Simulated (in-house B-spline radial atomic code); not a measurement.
The numbers below are computed, except where a source is named.
# Making a Troullier-Martins s channel for Nb, r_c = 2.39 bohr

Nb, [Kr] 4d4 5s1, non-relativistic PBE, spherical and spin-unpolarised, from an all-electron radial atomic-structure program (B-spline basis) (atomic units). The all-electron 5s level is ε = -0.136618 hartree, its outermost node lies just inside 1.45 bohr and its outer maximum at 3.19 bohr.

Inside r_c the pseudo-orbital is u(r) = r^1 exp(p(r)), with p = c0 + c2 r² + c4 r⁴ + … + c12 r¹². The seven coefficients follow from p and its first four derivatives at r_c, from zero curvature of the screened potential at the origin, c4 = −c2²/(2l + 5), and from the norm inside r_c. At r_c the all-electron orbital has P = 0.4761786, P' = 0.2607914, the screened potential V = -0.6207157, V' = 0.6306989, V'' = -1.011064, and the norm inside is Q = 0.1252107.

What are p, p' and p'' at r_c?

p = ln(P/r_c^1) = ln(0.4761786/2.39) = -1.61326. p' = P'/P − 1/r_c = 0.54768 − 0.41841 = 0.12927. The radial equation gives p'' = 2(V − ε) − 2(1) p'/r_c − p'² = -0.96820 − (0.10817) − 0.01671 = -1.09308. Differentiating, p''' = 2V' + 2(1)p'/r_c² − 2(1)p''/r_c − 2p'p'' = 2.504, and p'''' = 2V'' − 4(1)p'/r_c³ + 4(1)p''/r_c² − 2(1)p'''/r_c − 2p''² − 2p'p''' = -7.9578.

For a trial c2 the five matching conditions are linear in c0, c6, c8, c10 and c12, and c2 is varied until the norm inside r_c equals Q. The root nearest zero gives:

```tsv
n	c_n
0	-1.66234
2	-0.3427086
4	-0.02348984
6	0.09486517
8	-0.02791887
10	0.003189681
12	-0.0001319054
```

Check c4 and p(r_c), and find the screened pseudopotential at the origin.

−c2²/5 = -0.0234898, as listed. The terms c_n r_c^n are -1.66234, -1.95759, -0.76643, 17.68049, -29.72220, 19.39663, -4.58181, which sum to -1.61326. Inverting the radial equation, V_l(r) = ε + 1 p'/r + (p'' + p'²)/2, so V_l(0) = ε + (2l + 3) c2 = -0.136618 + 3 × (-0.342709) = -1.1647 hartree, finite where the all-electron potential diverges.

Orbitals and screened potentials:

| r (bohr) | P | u | V all-electron | V pseudo |
| --- | --- | --- | --- | --- |
| 0.239 | 0.0843 | 0.04446 | -77.34 | -1.158 |
| 0.598 | -0.07806 | 0.1004 | -14.77 | -0.9602 |
| 0.956 | -0.2535 | 0.1373 | -5.665 | -0.2763 |
| 1.315 | -0.08655 | 0.1712 | -2.766 | 0.6 |
| 1.673 | 0.1557 | 0.237 | -1.524 | 0.8706 |
| 2.031 | 0.3504 | 0.3562 | -0.9308 | -0.1146 |
| 2.39 | 0.4762 | 0.4762 | -0.6207 | -0.6207 |

Logarithmic derivatives P'/P at R = 2.69 bohr, for energies E around ε:

```csv
E − ε (hartree),all-electron,pseudo
-0.5,0.848359,0.819855
-0.25,0.578756,0.568977
-0.1,0.394151,0.392161
0,0.258377,0.258376
0.1,0.109979,0.107028
0.25,-0.142615,-0.169253
0.5,-0.681229,-0.930245
```

With P(R) = 0.5352539 and a norm of 0.2029546 inside R, what slope in energy does norm conservation fix?

d(P'/P)/dE = −2 × (norm inside R)/P(R)² = -1.4168 per hartree·bohr at E = ε, for both atoms, since orbital and norm agree at R. Differences over ±0.1 hartree give -1.4209 (all-electron) and -1.4257 (pseudo), which also hold third-order terms. Half a hartree below ε the two curves differ by -0.0285.
